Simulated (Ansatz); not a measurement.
Geometry optimisation, RKS PBE/def2-SVP (Ansatz 0.2.0).

Input:

```yaml
crystal:
  periodic: [false, false, false]
  atoms:
    - { symbol: W, position_ang: [0.185468, -0.353891, -0.409507] }
    - { symbol: F, position_ang: [0.160849, -0.13794, 2.626093] }
    - { symbol: H, position_ang: [1.375332, 0.665129, 0.257864] }
    - { symbol: H, position_ang: [-0.157865, 1.244326, 0.050995] }
    - { symbol: H, position_ang: [-1.33589, 0.047837, 0.205554] }
    - { symbol: Cl, position_ang: [-0.977935, -2.417314, -0.248434] }
    - { symbol: H, position_ang: [0.402978, -0.276927, -2.121059] }
    - { symbol: O, position_ang: [1.549954, -1.423723, 0.478886] }
    - { symbol: H, position_ang: [1.19077, -2.340599, 0.533461] }
    - { symbol: H, position_ang: [0.96254, -0.571701, 2.423348] }
basis:
  gaussian: { orbitals: def2-SVP }
hamiltonian:
  xc: pbe
relax:
  f_tol: 0.03
  max_steps: 50
output:
  orbitals: {}
```

Command:

```bash
$ ansatz run input.yaml --threads 2 --pin off --max-ram 3072MiB --backend cpu --events-out ev --progress --plain --runs-dir out
```

Question: Where does it end, and by what steps?

Answer: The forces met the threshold. After 26 steps the energy has fallen by 1.937 eV; H10 moved furthest, 1.29 Å. Parted: F2–H10. Joined: W1–F2, O8–H10.

```csv
step,energy less start (eV),largest force component (eV/Å),accepted
0,0.0000,0.471,yes
1,-0.0753,0.625,yes
2,-0.1536,0.364,yes
3,-0.1841,0.173,yes
4,-0.1981,0.192,yes
5,-0.3116,0.849,yes
6,-0.6275,0.566,yes
7,-0.8935,0.666,yes
8,-1.1384,0.539,yes
9,-1.3051,0.850,yes
10,-1.3322,2.239,yes
11,-1.4964,1.134,yes
12,-1.5571,1.244,yes
13,-1.5829,1.107,yes
14,-1.6968,0.626,yes
15,-1.7563,0.442,yes
16,-1.7718,1.380,yes
17,-1.8204,0.694,yes
18,-1.8589,0.751,yes
19,-1.8561,0.697,no
20,-1.9059,0.307,yes
21,-1.9259,0.200,yes
22,-1.9322,0.295,yes
23,-1.9255,0.264,no
24,-1.9364,0.055,yes
25,-1.9367,0.040,yes
26,-1.9370,0.009,yes
```

```xyz
10
Properties=species:S:1:pos:R:3
W -0.205 -0.187 0.260
F 0.158 0.312 2.059
H 1.113 0.829 0.027
H -0.463 1.139 -0.744
H -1.775 0.477 0.152
Cl -0.872 -2.248 -0.593
H 0.665 -0.279 -1.184
O 1.595 -1.601 0.990
H 1.376 -2.549 0.886
H 1.764 -1.458 1.943
```

Run time: 61 s on 2 threads of Arm Neoverse V2, on a shared host, peak memory 0.16 GiB.
